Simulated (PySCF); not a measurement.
Iron: a sound run and one with changed settings

Sound run: Fe⁺ [Ar] 3d6 4s1, Fe²⁺ [Ar] 3d6. Computed with PySCF 2.14 in cc-pVTZ (7s6p4d2f1g, 68 functions), with the non-relativistic Hamiltonian (point nucleus). In the sound run the correlated levels freeze [Ar]. The sound run starts from symmetry-adapted Hartree-Fock orbitals and uses a fine grid where one is needed.

Changed run: basis STO-3G. This setting is unsound on purpose.

```csv
species,method,sound run (hartree),changed run (hartree),converged
Fe⁺,UHF,-1262.21985,-1248.57315,yes
Fe⁺,r2SCAN,-1263.37864,-1249.52395,yes
Fe⁺,MP2,-1262.36380,-1248.57347,yes
Fe²⁺,UHF,-1261.66443,-1248.07201,yes
Fe²⁺,r2SCAN,-1262.77309,-1249.00489,yes
Fe²⁺,MP2,-1261.78797,-1248.07228,yes
```

Ionisation energy of Fe⁺:

```csv
method,sound run (eV),changed run (eV)
UHF,15.114,13.637
r2SCAN,16.478,14.124
MP2,15.669,13.638
SCS-MP2,15.429,13.638
```

A minimal basis cannot let orbitals breathe on ionisation and holds almost no correlation.

For comparison, NIST gives 16.199 eV between the lowest levels.
